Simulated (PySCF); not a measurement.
A GIAO shielding run with PySCF 2.14.0 with density-fitted response routines (density fitting, non-relativistic, gas phase) on SMILES O=S(=O)(Cl)c1ccc([SiH3])s1, C4H5ClO2S2Si:

```
{"job": {"kind": "nmr", "xc": "PBE0", "basis": "pcSseg-1"}, "charge": 0, "multiplicity": 1}
O     -3.697208    -0.903660     0.510551
S     -2.956063     0.279404     0.225370
O     -3.175389     1.461397     0.990142
Cl    -3.349912     0.760496    -1.717599
C     -1.251773    -0.072477     0.138094
C     -0.649517    -1.270916    -0.095148
C      0.749485    -1.132457    -0.137951
C      1.184407     0.153078     0.048759
Si     2.954318     0.803232     0.059080
S     -0.152563     1.226115     0.288674
H     -1.195006    -2.188567    -0.213867
H      1.422321    -1.954782    -0.300742
H      3.141538     1.590765     1.275700
H      3.824766    -0.371707     0.040034
H      3.146180     1.628070    -1.133007
```

Hardware: 1 thread of an x86-64 server CPU, shared host. The job also computes population analyses, field gradients, ring-centre shieldings.

Task: How large is the calculation?

Result: 108 electrons, 223 basis functions and 1252 auxiliary functions.

Task: How long does it take?

Result: 39 s of wall time, with 15 SCF cycles and 5 response iterations. Times on a shared host scatter by some tens of per cent.
